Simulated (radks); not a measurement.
The numbers below are computed, except where a source is named.
The iridium ion Ir3+, 74 electrons, occupied as [Xe] 4f14 5d5 5f1 (not the ground configuration).

Code: a radial shooting solver on a logarithmic mesh with Libxc functionals. Model: scalar-relativistic Kohn-Sham, TASK exchange with Perdew-Wang LDA correlation, spin-polarised, spherical densities, finite nucleus; open shells are filled with parallel spins first (spin-orbit coupling, left out, can overturn this in heavy ions); meta-GGA in the generalised Kohn-Sham scheme; Fermi nuclear charge, rms radius 5.4032 fm.

Energy parts (eV):
total: -484934.57
kinetic: 538887.48
electron-nucleus: -1200405.93
Hartree: 185911.91
exchange-correlation: -9328.02

Orbitals (lengths in bohr, moments of r in powers of bohr; <r^-3> diverges for s and p1/2):
orbital,occ.,eigenvalue (eV),<r^-3>
1s down,1,-76244.47,-
1s up,1,-76244.43,-
2s up,1,-13406.55,-
2s down,1,-13405.98,-
2p up,3,-11654.01,23030
2p down,3,-11653.56,23030
3s up,1,-3178.239,-
3s down,1,-3178.044,-
3p up,3,-2664.071,5233
3p down,3,-2663.855,5233
3d up,5,-2095.554,657.2
3d down,5,-2095.152,657.1
4s up,1,-716.1201,-
4s down,1,-715.7169,-
4p up,3,-546.5488,1244
4p down,3,-546.1848,1243
4d up,5,-337.0343,135.6
4d down,5,-336.5643,135.6
5s up,1,-142.6443,-
5s down,1,-139.4483,-
4f up,7,-103.4468,24.98
4f down,7,-102.5234,25.22
5p up,3,-97.9384,204.3
5p down,3,-93.2184,217.0
5d up,5,-45.4463,14.45
5f up,1,-10.9780,0.2832

The highest occupied level is 5f up at -10.978 eV. The density falls to 0.001 e/bohr^3 at r = 4.37 bohr. The spin density at the nucleus is -42.18 e/bohr^3 (1s 0.74, 2s -4.66, 3s 0.78, 4s 6.07, 5s -45.11). The electron density at the nucleus is 1.956e+06 e/bohr^3 (large components only). Spin moment in Bohr magnetons: 6. Summed over all electrons, <r^2> = 51.41 bohr^2, which gives a Langevin (diamagnetic) susceptibility term of -40.7 x 10^-6 cm^3/mol.

Empty levels of this run are not shown, since the potential may be unsettled where no density lies.
